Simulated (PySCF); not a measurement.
Structure from 2D NMR

Compound of formula C5H11NOSi2. Correlations simulated from computed shifts and the bond graph:

HSQC (one-bond C–H):
| δH | δC |
| --- | --- |
| 6.25 | 135.9 |
| 6.01 | 135.9 |
| 3.17 | 29.4 |
| 1.56 | 78.7 |

COSY cross peaks (H two or three bonds apart, from the bond graph; peaks can be absent where the dihedral angle is near 90°):
| δH | δH |
| --- | --- |
| 6.25 | 6.01 |

HMBC (two and three bonds, from the bond graph):
| δH | δC |
| --- | --- |
| 6.25 | 150.6, 29.4 |
| 6.01 | 150.6, 29.4 |
| 5.49 | 150.6, 135.9, 29.4 |
| 3.17 | 150.6, 135.9, 86.3, 78.7 |
| 1.56 | 86.3, 29.4 |

Carbons without hydrogens: δ 150.6, 86.3.

One conformer, no solvent, equivalent nuclei averaged, non-relativistic Hamiltonian. Geometry from GFN2-xTB; σ from GIAO-PBE0/pcSseg-1; PySCF.

Scale: 1H (σ = 31.72 ppm) and 13C (σ = 186.93 ppm) vs TMS (reference shieldings calculated alike).

Exchangeable hydrogens are left out of these lists.

Which molecule is this?

## Answers

`C#CCC(=C)[SiH2]O[SiH2]N`.

Numbering as in the mapped SMILES `[CH:1]#[C:2][CH2:3][C:4](=[CH2:5])[SiH2:6][O:7][SiH2:8][NH2:9]` (H(Xn): hydrogen on atom n). Ha(C5) is cis to C3; Hb(C5) is trans to C3.

δC 150.6 is C4, a fully substituted alkene carbon. δC 135.9 is C5, a terminal =CH2 carbon (δH 6.01, 6.25). δC 86.3 is C2, an alkyne carbon. δC 78.7 is C1, a terminal alkyne carbon (δH 1.56). δC 29.4 is C3, an allylic sp3 CH2 (δH 3.17). HMBC from δH 6.25 reaches the proton-free carbon C4. HMBC from δH 6.01 reaches the proton-free carbon C4. HMBC from δH 5.49 reaches the proton-free carbon C4. HMBC from δH 3.17 reaches the proton-free carbons C4, C2. COSY links 6.25–6.01.

This is the structure that produced the data.

Exchangeable OH/NH protons stand at their gas-phase positions; hydrogen bonding in a real sample shifts them, mostly to higher δ. Shifts are as computed. Against solution values, carbons near 30 ppm lie about +3 ppm off and those near 130 ppm about +5 ppm. Of 1211 compounds with measured shifts, 218 miss one by over three times the rms of a fit or turn the order of signals round; such compounds aren't used in these exercises.
